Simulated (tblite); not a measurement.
Species: C5H9FN2Si.
Numbering: `[CH3:1][c:2]1[n:3][n:4]([SiH3:5])[c:6]([CH3:7])[c:8]1[F:9]` (hydrogens: H10, H11, H12 on C1; H13, H14, H15 on Si5; H16, H17, H18 on C7)

Computed geometry: GFN2-xTB, gas phase.

Task: Give the optimised bond lengths and angles.

Result: 
| bond | length (Å) |
| --- | --- |
| C1–C2 | 1.485 |
| C2–N3 | 1.315 |
| N3–N4 | 1.350 |
| N4–Si5 | 1.756 |
| N4–C6 | 1.360 |
| C6–C7 | 1.483 |
| C6–C8 | 1.373 |
| C8–F9 | 1.347 |
| C2–C8 | 1.412 |
| C1–H10, C1–H11, C1–H12 | 1.088 |
| Si5–H13, Si5–H15 | 1.466 |
| Si5–H14 | 1.451 |
| C7–H16, C7–H17, C7–H18 | 1.089 |

Bonds in one row agree within 0.01 Å and their mean is given. A selection of angles:
| angle | degrees |
| --- | --- |
| C2–C1–H10 | 110.2 |
| H10–C1–H11 | 109.6 |
| H10–C1–H12 | 108.0 |
| C1–C2–N3 | 123.3 |
| C1–C2–C8 | 128.0 |
| N3–C2–C8 | 108.6 |
| C2–N3–N4 | 107.8 |
| N3–N4–Si5 | 118.6 |
| N3–N4–C6 | 110.9 |
| Si5–N4–C6 | 130.5 |
| N4–Si5–H13 | 107.0 |
| N4–Si5–H14 | 103.7 |
| H13–Si5–H14 | 114.5 |
| H13–Si5–H15 | 109.7 |
| N4–C6–C7 | 123.3 |
| N4–C6–C8 | 105.8 |
| C7–C6–C8 | 130.9 |
| C6–C7–H16 | 109.5 |
| C6–C7–H18 | 110.6 |
| H16–C7–H17 | 109.0 |
| H17–C7–H18 | 108.2 |
| C6–C8–F9 | 126.5 |
| C2–C8–C6 | 106.9 |
| C2–C8–F9 | 126.6 |

The 9 heavy atoms lie in one plane (0.007 Å rms). Si5 (SiH3 silicon) is distorted tetrahedral (angles from 103.7° to 114.5°). Of the pairs four or more bonds apart, Si5···H18 is among the closest relative to their van der Waals radii: 3.24 Å, 98 % of the sum of Bondi's values. N3 (pyridine-type nitrogen) is bent (angle 107.8°). N4 (pyrrole-type nitrogen) is planar (angles 130.5°, 118.6° and 110.9°, sum 360.0°, 0.01 Å off the plane of its three neighbours). The 2 C–N bonds span 1.315 Å (C2–N3, aromatic) to 1.360 Å (N4–C6, aromatic), a spread of 0.045 Å. The 4 C–C bonds span 1.373 Å (C6–C8, aromatic) to 1.485 Å (C1–C2, drawn single), a spread of 0.112 Å.

Point group: near Cs, missed by 0.09 Å at most; the miss may be what the optimiser left on a soft mode. Its GFN2-xTB frequencies are all real (lowest 60 cm⁻¹). 2 starts were optimised and ended at 0.00 and 0.25 kcal/mol (GFN2-xTB); the lowest of these is shown.
